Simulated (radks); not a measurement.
The chlorine ion Cl3+, 14 electrons, occupied as [Ne] 3s2 3p2.

Calculated with a radial shooting solver on a logarithmic mesh with Libxc functionals: non-relativistic Kohn-Sham, PBEsol, spin-polarised, spherical densities, point nucleus; open shells are filled with parallel spins first.

Energy parts (hartree):
| part | energy |
|---|---|
| total | -456.48204 |
| kinetic | 455.93863 |
| electron-nucleus | -1064.85069 |
| Hartree | 178.49908 |
| exchange-correlation | -26.06907 |

Orbitals (lengths in bohr, moments of r in powers of bohr; r(max) is where P^2 peaks; r(90%) holds 90 % of the orbital's charge):
| orbital | occ. | eigenvalue (hartree) | <r> | r(90%) | r(max) |
|---|---|---|---|---|---|
| 1s up | 1 | -102.2562 | 0.09151 | 0.163 | 0.05998 |
| 1s down | 1 | -102.2391 | 0.09150 | 0.163 | 0.05997 |
| 2s up | 1 | -10.85432 | 0.4461 | 0.697 | 0.3637 |
| 2s down | 1 | -10.83748 | 0.4458 | 0.696 | 0.3638 |
| 2p up | 3 | -8.69161 | 0.4067 | 0.675 | 0.3018 |
| 2p down | 3 | -8.66857 | 0.4064 | 0.674 | 0.3021 |
| 3s up | 1 | -2.19872 | 1.397 | 2.07 | 1.232 |
| 3s down | 1 | -2.08119 | 1.404 | 2.09 | 1.230 |
| 3p up | 2 | -1.70050 | 1.509 | 2.27 | 1.309 |
| 3p down | 0 | -1.58716 | 1.527 | 2.32 | 1.310 |

The highest occupied level is 3p up at -46.273 eV. The electron density at the nucleus is 3222 e/bohr^3. Spin moment in Bohr magnetons: 2.
